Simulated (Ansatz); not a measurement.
Reaction (ligand exchange at the Al–N bond): `[NH2][Al]([F])[NH][SiH3]` + H₂S → `[NH2][Al]([F])[SH]` + `N[SiH3]`

Isolated molecules relaxed with PBE0-D4/def2-TZVP in Ansatz; ΔE leaves out vibrations. CBS: MP2 limit from def2 TZ/QZ plus the TZ coupled-cluster correction, frozen cores. This one scheme is used for every species. Each species was taken in one conformer, which may not be the lowest.

```csv
species,HF/CBS(def2) energy (Eh)
`[NH2][Al]([F])[NH][SiH3]`,-743.02217
H₂S,-398.72106
`[NH2][Al]([F])[SH]`,-795.38193
`N[SiH3]`,-346.36472
```

(1) Work out ΔE.

Largest T1 diagnostic among the species: 0.011.

Answers

(1) ΔE = (-795.38193) + (-346.36472) − (-743.02217) − (-398.72106) = -0.00342 Eh = -9.0 kJ/mol. CCSD(T)/CBS gives -8.9 kJ/mol.

The D4 term adds +4.0 kJ/mol with B3LYP and +2.4 kJ/mol with PBE0; it sums over pairs of atoms, weighted by their polarisabilities, and B3LYP, whose exchange is more repulsive, gets the larger term.

B3LYP here is the variant with VWN-RPA as its local correlation; programs differ in this.
